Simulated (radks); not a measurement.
Values are calculated unless marked as measured or tabulated.
Q: Sr2+, configuration [Ar] 3d10 4s2 4p5 6f1 (not the ground configuration). Code: a radial shooting solver on a logarithmic mesh with Libxc functionals. Model: scalar-relativistic Kohn-Sham, r2SCAN, spin-polarised, spherical densities, finite nucleus; open shells are filled with parallel spins first (spin-orbit coupling, left out, can overturn this in heavy ions); meta-GGA in the generalised Kohn-Sham scheme; Fermi nuclear charge, rms radius 4.224 fm. Some entries of the table are withheld. Estimate them.

orbital  occ.  eigenvalue (eV)  r(max) (bohr)
1s up       1        -16004.26        0.02554
1s down     1        -16004.08        0.02554
2s up       1        -2201.976         0.1450
2s down     1        -2201.938         0.1450
2p up       3        -1957.468         0.1161
2p down     3        -1957.332         0.1161
3s up       1        -368.8671         0.4350
3s down     1        -368.7194         0.4351
3p up       3        -289.0486         0.4303
3p down     3        -288.8653         0.4304
3d up       5        -157.7534         0.3777
3d down     5        -157.5285         0.3778
4s up       1              (1)            (2)
4s down     1              (3)            (4)
4p up       3         -48.8453          1.301
4p down     2         -47.4709          1.300
6f up       1          -3.0991            (5)

A: 
(1) 4s up eigenvalue (eV): -68.3550
(2) 4s up r(max) (bohr): 1.181
(3) 4s down eigenvalue (eV): -66.9309
(4) 4s down r(max) (bohr): 1.180
(5) 6f up r(max) (bohr): 16.57
